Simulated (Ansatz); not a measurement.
BBrH2 (SMILES BBr) moved off its minimum; all values from Ansatz (a quantum-chemistry and plane-wave program), cores frozen in correlated methods.
(charge 0, multiplicity 1)
```xyz
4

B     -0.69265    -1.26037     0.27315
H     -0.38269    -2.14286     0.98429
H     -1.69663    -1.28777    -0.37647
Br     0.04883     0.41671     0.09514
```

Forces at B3LYP/def2-TZVPP (eV/Å):

```csv
atom,Fx,Fy,Fz
B1,-1.748,-0.544,-0.424
H2,0.497,0.035,0.118
H3,0.175,-0.558,0.123
Br4,1.076,1.067,0.182
```

Task: Give the forces (eV/Å), the total energy and the dipole at CCSD(T)/aug-cc-pVTZ.

Result: 
```tsv
atom	Fx	Fy	Fz
B1	-1.741	-0.539	-0.421
H2	0.520	-0.020	0.161
H3	0.110	-0.569	0.082
Br4	1.111	1.128	0.179
```
Energy -2598.6396 hartree, dipole 0.39 D.
